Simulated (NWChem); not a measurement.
Molecule: C3H7NSi; SMILES C(CC#N)[SiH3]

```xyz
12

N      0.9665    -2.4039    -0.1461
C      0.0753    -1.6958     0.0632
C     -1.0437    -0.7917     0.3139
C     -0.9273     0.5527    -0.4169
Si     0.5459     1.6452     0.0690
H     -1.9661    -1.3182     0.0162
H     -1.1153    -0.6409     1.4044
H     -1.8453     1.1325    -0.2247
H     -0.8928     0.3868    -1.5065
H      0.5165     1.8932     1.5444
H      0.4265     2.9510    -0.6472
H      1.8417     0.9988    -0.2907
```
Atoms are numbered in this order, from 1.

Program: NWChem. Structure relaxed at the PBE0/def2-SVP level. No frequency run checked for a minimum. Hybrids' shares of exact exchange are those that their runs print; pure functionals count as 0. The functionals differ in more than this share.

```
row                 share of exact exchange  highest occupied level (eV)
------------------  -----------------------  ---------------------------
PBE/def2-SVP                           0.00                        -7.64
BLYP/def2-SVP                          0.00                        -7.48
B3LYP/def2-SVP                         0.20                        -8.73
PBE0/def2-SVP                          0.25                        -9.00
MPW1K/def2-SVP                         0.43                     withheld
BHandHLYP/def2-SVP                     0.50                       -10.21
```

Problem. Fit a straight line of the last column on the one before it, predict the withheld value, and compare with the run.

Solution. 
1. Means of the 5 shown rows: x = 0.190, y = -8.612. Slope Σ(x − x̄)(y − ȳ)/Σ(x − x̄)² = -0.9196/0.1720 = -5.347; intercept -7.596.
2. The shown rows scatter about the line by 0.074 (root mean square); the largest residual is +0.12, at BLYP/def2-SVP.
3. At x = 0.43 (MPW1K/def2-SVP; inside the shown range) the line gives -9.90.
4. The run gives -10.01, -0.11 from the line, 1.5 times the scatter.
